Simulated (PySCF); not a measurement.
## Electric field gradients and quadrupole coupling constants

Compound: C₆H₁₀ClNSi.
Atom-mapped SMILES: `[CH2:1]=[CH:2][SiH2:3][C@H:4]([CH2:5][Cl:6])[CH2:7][C:8]#[N:9]` (hydrogens: H10, H11 on C1; H12 on C2; H13, H14 on Si3; H15 on C4; H16, H17 on C5; H18, H19 on C7)

Geometry (GFN2-xTB, Å), atoms numbered from 1 in this order:
```xyz
19
C6H10ClNSi angstrom
C      3.4393    0.3693   -0.2909
C      2.2938   -0.1756    0.0880
Si     0.7889   -0.3639   -1.0202
C     -0.7591    0.3383   -0.1189
C     -0.8100   -0.0708    1.3413
Cl    -0.5904   -1.8353    1.5025
C     -2.0346   -0.1125   -0.8445
C     -3.1956    0.5435   -0.3021
N     -4.0926    1.0852    0.1565
H      3.5753    0.7694   -1.2822
H      4.2929    0.4422    0.3659
H      2.2265   -0.5703    1.0948
H      0.5518   -1.7675   -1.3663
H      0.9365    0.4286   -2.2479
H     -0.7271    1.4336   -0.1353
H     -1.7698    0.1701    1.8031
H     -0.0068    0.3969    1.9096
H     -2.1588   -1.1933   -0.7356
H     -1.9699    0.1214   -1.9100
```

Field gradients from the PBE0/pcSseg-1 density (PySCF, non-relativistic), principal values in atomic units, ordered |Vxx| ≤ |Vyy| ≤ |Vzz|:

| atom | Vxx | Vyy | Vzz |
| --- | --- | --- | --- |
| Cl6 | -1.8612 | -1.9195 | 3.7807 |
| N9 | 0.4633 | 0.5038 | -0.9671 |

Problem. Find the asymmetry η = (Vxx − Vyy)/Vzz and the couplings χ = eQV/h (234.96 MHz × Q in barn × V in au), with Q(35Cl) = −0.0817 b, Q(14N) = 0.02044 b.

Solution. 
```tsv
atom	environment	nucleus	η	χzz (MHz)	χxx (MHz)	χyy (MHz)
Cl6	alkyl chlorine	35Cl	0.02	-72.58	35.73	36.85
N9	nitrile nitrogen	14N	0.04	-4.645	2.225	2.419
```

The gradient is axial or nearly so (η below 0.05) at Cl6 and N9. 

Problem. What is Vzz at Cl6 in SI units (1 au = 9.71736 × 10²¹ V/m²)?

Solution. 3.7807 au = 36.739 × 10²¹ V/m².

Problem. And the gradient at the other heavy atoms, for which no coupling is worked out here?

Solution. 
```tsv
atom	environment	Vzz (au)	η
C1	terminal =CH2 carbon	0.393	0.32
C2	alkene CH carbon	0.347	0.34
Si3	SiH2 silicon	0.164	0.87
C4	sp3 carbon bound to silicon	-0.148	0.76
C5	sp3 C–Cl carbon	0.484	0.20
C7	sp3 carbon next to a nitrile	0.182	0.38
C8	nitrile carbon	-0.407	0.01
```

Problem. What couplings would deuterons (Q(2H) = 0.00286 b) have in place of the hydrogens, at this geometry?

Solution. 
```csv
atom,bonded to,bond length (Å),Vzz (au),η,χzz (kHz)
H10,C1,1.078,0.3324,0.04,223
H11,C1,1.079,0.3302,0.03,222
H12,C2,1.083,0.3247,0.04,218
H13,Si3,1.465,0.1618,0.03,109
H14,Si3,1.469,0.1585,0.03,106
H15,C4,1.096,0.2959,0.05,199
H16,C5,1.092,0.2906,0.04,195
H17,C5,1.090,0.3000,0.05,202
H18,C7,1.093,0.2919,0.03,196
H19,C7,1.093,0.2979,0.05,200
```

Isolated species at its GFN2-xTB geometry (one conformer only). GFN2-xTB bond lengths can be off by several hundredths of an ångström, more for odd bonds, and the gradients follow them. A larger basis could move these couplings by a tenth or more.
